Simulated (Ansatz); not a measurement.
Molecule: CH3BI2, net charge 0, singlet state. SMILES: CB(I)I
Geometry from a B3LYP-D3(BJ)/def2-TZVP (Ansatz, a quantum-chemistry and plane-wave program) optimisation:
```
B
C 1 1.5517
H 2 1.0905 1 112.85
H 2 1.0905 3 109.87 1 -126.89
H 2 1.0980 3 106.73 4 -115.36
I 1 2.1390 2 120.60 3 28.53
I 1 2.1390 2 120.60 3 -153.82
```
Charge 0, spin multiplicity 1.

Property: vertical ionisation energy (to the doublet state of charge +1; each state is the SCF solution reached for its spin; for the doublet the Hartree-Fock reference is unstable and T1 is 0.019), in eV. Cores are frozen in the correlated levels unless marked. UHF or UKS for open shells. No spin-orbit coupling. The frozen core is the preceding noble-gas configuration, with the filled d and f shells of earlier blocks. In def2 rows, elements after Kr have scalar-relativistic effective core potentials.  The program attaches cautions to a run behind CCSD/def2-TZVPPD: other roots. The program attaches cautions to a run behind CCSD(T)/def2-SVPD: other roots.

```
level               program  vertical ionisation energy (eV)
------------------  -------  -------------------------------
RI-HF/def2-TZVPPD    Ansatz                             8.84
RI-HF/def2-QZVPPD    Ansatz                             8.83
SVWN5/def2-TZVPD     Ansatz                             9.17
r2SCAN/def2-TZVPD    Ansatz                             9.15
B3LYP/def2-TZVPD     Ansatz                             9.22
PBE0/def2-TZVPD      Ansatz                             9.27
BHLYP/def2-TZVPD     Ansatz                             9.40
wB97M-V/def2-TZVPD   Ansatz                             9.53
wB97X-V/def2-TZVPD   Ansatz                             9.60
B2PLYP/def2-TZVPD    Ansatz                             9.30
RI-MP2/def2-TZVPPD   Ansatz                             9.64
RI-MP2/def2-QZVPPD   Ansatz                             9.75
CCSD/def2-TZVPPD     Ansatz                             9.45
CCSD(T)/def2-SVPD    Ansatz                             9.30
```
